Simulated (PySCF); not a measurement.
**Excitation energies in several basis sets**

C5H8Si.
Bonds: C1–C2, C2–C3 (double), C3–Si4, Si4–C5, C5–C6 (double), C2–C6. Hydrogens: H7, H8, H9 on C1; H10 on C3; H11, H12 on Si4; H13 on C5; H14 on C6.

TDDFT with PBE0 (PySCF), vertical singlets, core orbitals frozen in the response, spherical d and f functions. Geometry: PBE0-D3(BJ)/def2-SVP; no solvent, vibrations or thermal averaging.

Problem. Compare 6-31G*, def2-SVP, 6-31+G*, def2-SVPD, aug-cc-pVDZ, def2-TZVP and def2-TZVPD for this molecule.

Solution. 

```csv
basis,functions,diffuse,S1 (eV),S2 (eV),S3 (eV),S4 (eV),S5 (eV),LUMO (eV),α (au)
6-31G*,104,no,4.46,5.87,6.21,6.41,6.43,-1.08,70.4
def2-SVP,128,no,4.46,5.82,6.12,6.32,6.71,-1.30,74.6
6-31+G*,128,yes,4.42,5.78,5.81,5.98,6.14,-1.34,80.7
def2-SVPD,188,yes,4.41,5.77,6.05,6.18,6.20,-1.40,84.2
aug-cc-pVDZ,214,yes,4.38,5.62,5.76,5.94,6.06,-1.38,86.5
def2-TZVP,240,no,4.37,5.72,6.01,6.21,6.27,-1.39,82.3
def2-TZVPD,300,yes,4.35,5.70,5.87,5.99,6.10,-1.42,86.0
```

States are compared by their number. Against the largest diffuse basis here (def2-TZVPD, itself not a converged limit), sets without diffuse functions differ by up to 0.11 eV in S1 and 0.61 eV in S5; the smaller diffuse sets differ by up to 0.07 and 0.10 eV. State by state, the largest deviation of a set without diffuse functions is S1 0.11, S2 0.17, S3 0.34, S4 0.42, S5 0.61 eV. The same number needn't mean the same state in each row. Against def2-TZVPD the polarisability deviates by -18% in 6-31G*, -13% in def2-SVP, -6% in 6-31+G*, -2% in def2-SVPD, +1% in aug-cc-pVDZ, -4% in def2-TZVP. A single + in a Pople set puts diffuse functions on heavy atoms only.
